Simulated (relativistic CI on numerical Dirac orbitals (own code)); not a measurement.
Computed by Dirac-Coulomb-Breit CI, KLI orbitals optimised for each configuration, QED by a radiative potential, unscaled Slater integrals (own radial code, finite nucleus).

Configuration list (outside the closed core [Ne]): 3s2.3p6.3d3, 3s2.3p5.3d4, 3s.3p6.3d4, 3s2.3p6.3d2.4s, 3s2.3p6.3d2.4p, 3s2.3p6.3d2.4d, 3s2.3p6.3d2.4f, 3s2.3p5.3d3.4s, 3s2.3p5.3d3.4p, 3s2.3p6.3d.4s.4p, 3s.3p6.3d3.4s, 3s2.3p6.3d2.5s, 3s2.3p6.3d2.5p, 3s.3p6.3d3.4p, 3p6.3d4.4p, 3s2.3p6.3d2.5d, 3s2.3p6.3d.4p.4d, 3s2.3p6.3d2.5f, 3s2.3p6.3d2.5g, 3s2.3p6.3d2.6s, 3s2.3p6.3d2.6p, 3p6.3d5, 3p5.3d6, 3s2.3p6.3d.4s2, 3s2.3p6.4s2.4p, 3s2.3p6.4s2.4d, 3s2.3p6.4s2.4f, 3p6.3d4.4s, 3p5.3d5.4s, 3s2.3p6.3d.4p2, 3s2.3p6.4s.4p2, 3s2.3p6.4p3, 3s2.3p6.4p2.4d, 3s2.3p6.4p2.4f, 3s2.3p6.3d.4s.4d, 3s2.3p6.4s.4p.4d, 3s2.3p6.4s.4d2, 3s2.3p6.4s.4d.4f, 3p6.3d4.4d, 3p5.3d5.4d, 3s2.3p6.3d.4d2, 3s2.3p6.4p.4d2, 3s2.3p6.4d3, 3s2.3p6.4d2.4f, 3s.3p6.3d2.4s2, 3s.3p6.3d.4s2.4p, 3s.3p6.3d.4s2.4d, 3s.3p6.3d.4s2.4f. Double excitations out of closed p, d and f shells are left out; levels of such configurations are missing from the list, as are those of other unlisted configurations, and high levels can miss mixing partners. These lack a partner that the ground configuration has and come out too high: 3s2.3p5.3d3.4p.

At this charge energies of transitions that change n are usually good to better than 1 %, and those within a shell (Δn = 0) to a few per cent. Terms inside the open d or f shell come out 10 to 20 % too wide with unscaled integrals.

Outline of the computed level scheme of Rh XXV. Lowest level of each configuration: 3s2.3p6.3d3 4F_3/2 at 0.000 eV; 3s2.3p5.3d4 6D°_5/2 at 137.625 eV.

Some strong electric-dipole decays among the lowest 45 levels: 3s2.3p5.3d4 4G°_9/2 → 3s2.3p6.3d3 4F_7/2 (1.1e+10 s⁻¹); 3s2.3p5.3d4 4H°_7/2 → 3s2.3p6.3d3 4F_5/2 (4.1e+09 s⁻¹); 3s2.3p5.3d4 4G°_11/2 → 3s2.3p6.3d3 4F_9/2 (3.5e+09 s⁻¹).

LS names give the leading component of a level, which can be under half, so a name can repeat, a term be missing and a line seem to break the LS rules.
